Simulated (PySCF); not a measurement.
C₆H₇, SMILES [C]1=CCCC=C1, multiplicity 2.

The structure is a stationary point at PBE0-D3(BJ)/def2-SVP. The isomer is the one that the SMILES or the coordinates give; other isomers of the formula were not compared. One conformer was computed; it need not be the lowest.

All values below come from PBE0-D3(BJ)/def2-SVP run with PySCF.

No scaling factor is applied to the harmonic values.

Computed normal modes with their intensities:
| mode | ν (cm⁻¹) | IR (km/mol) | moving atoms (share of kinetic energy) |
|---|---|---|---|
| 1 | 201 | 0.5 | H 52 %, C 48 % |
| 2 | 278 | 3.2 | C 59 %, H 41 % |
| 3 | 462 | 6.5 | C 66 %, H 34 % |
| 4 | 535 | 5.1 | C 74 %, H 26 % |
| 5 | 551 | 2.5 | C 81 %, H 19 % |
| 6 | 694 | 31.2 | H 64 %, C 36 % |
| 7 | 715 | 7.6 | H 65 %, C 35 % |
| 8 | 757 | 21.3 | H 58 %, C 42 % |
| 9 | 870 | 0.9 | C 72 %, H 28 % |
| 10 | 948 | 8.9 | C 58 %, H 42 % |
| 11 | 965 | 3.9 | C 79 %, H 21 % |
| 12 | 972 | 0.5 | H 75 %, C 25 % |
| 13 | 1008 | 2.8 | C 63 %, H 37 % |
| 14 | 1028 | 0.8 | C 56 %, H 44 % |
| 15 | 1080 | 3.2 | H 67 %, C 33 % |
| 16 | 1154 | 0.2 | H 93 % |
| 17 | 1166 | 6.7 | H 89 %, C 11 % |
| 18 | 1227 | 0.8 | H 67 %, C 33 % |
| 19 | 1265 | 4.8 | H 81 %, C 19 % |
| 20 | 1339 | 5.2 | H 62 %, C 38 % |
| 21 | 1364 | 0.4 | H 56 %, C 44 % |
| 22 | 1402 | 2.7 | H 52 %, C 48 % |
| 23 | 1432 | 5.7 | H 92 % |
| 24 | 1445 | 4.5 | H 89 %, C 11 % |
| 25 | 1655 | 3.4 | C 94 % |
| 26 | 1710 | 0.5 | C 96 % |
| 27 | 3009 | 16.0 | H 93 % |
| 28 | 3022 | 35.3 | H 94 % |
| 29 | 3115 | 16.8 | H 92 %, C 8 % |
| 30 | 3116 | 13.0 | H 91 %, C 9 % |
| 31 | 3191 | 2.5 | H 92 % |
| 32 | 3195 | 1.6 | H 92 %, C 8 % |
| 33 | 3215 | 9.4 | H 91 %, C 9 % |
